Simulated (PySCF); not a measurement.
Geometries of 2 isomers of C4H10GeO, from PBE0-D3(BJ)/def2-SVP geometry optimisation, gas phase in PySCF. One conformer each, no zero-point energy, no frequencies.

**Question.** Which isomer lies lower at this level?
A.
```xyz
16
angstrom
C      2.826   -0.212   -0.466
O      1.530    0.238   -0.725
Ge     0.296    0.336    0.560
C     -1.369    1.198   -0.018
C     -2.138   -0.015    0.569
C     -1.044   -1.111    0.649
H      3.277    0.266    0.426
H      2.874   -1.308   -0.315
H      3.466    0.032   -1.330
H      1.015    0.780    1.857
H     -1.392    1.211   -1.120
H     -1.661    2.191    0.350
H     -3.027   -0.307   -0.014
H     -2.494    0.229    1.583
H     -0.988   -1.709   -0.274
H     -1.102   -1.795    1.507
```
B.
```xyz
16
angstrom
C      2.186    0.182    0.731
O      0.945   -0.448    0.757
C      0.189   -0.243   -0.403
C     -1.170   -0.947   -0.254
C     -2.075    0.150    0.352
Ge    -0.812    1.507   -0.340
H      2.824   -0.197   -0.093
H      2.690   -0.019    1.686
H      2.090    1.279    0.604
H      0.763   -0.526   -1.306
H     -1.535   -1.237   -1.252
H     -1.082   -1.869    0.346
H     -2.062    0.137    1.452
H     -3.119    0.156    0.010
H     -0.307    2.606    0.617
H     -1.205    2.127   -1.698
```

**Answer.** A. That is `C[O][GeH]1[CH2]C[CH2]1`, 20.7 kcal/mol below the other.

| SMILES | atoms numbered as above | E (Eh) | relative (kcal/mol) | relative (kJ/mol) | dipole (D) |
| --- | --- | --- | --- | --- | --- |
| C[O][GeH]1[CH2]C[CH2]1 | [CH3:1][O:2][GeH:3]1[CH2:4][CH2:5][CH2:6]1 | -2309.69826 | 0.0 | 0.0 | 1.04 |
| CO[C@H]1C[CH2][GeH2]1 | [CH3:1][O:2][C@H:3]1[CH2:4][CH2:5][GeH2:6]1 | -2309.66521 | 20.7 | 86.8 | 0.78 |
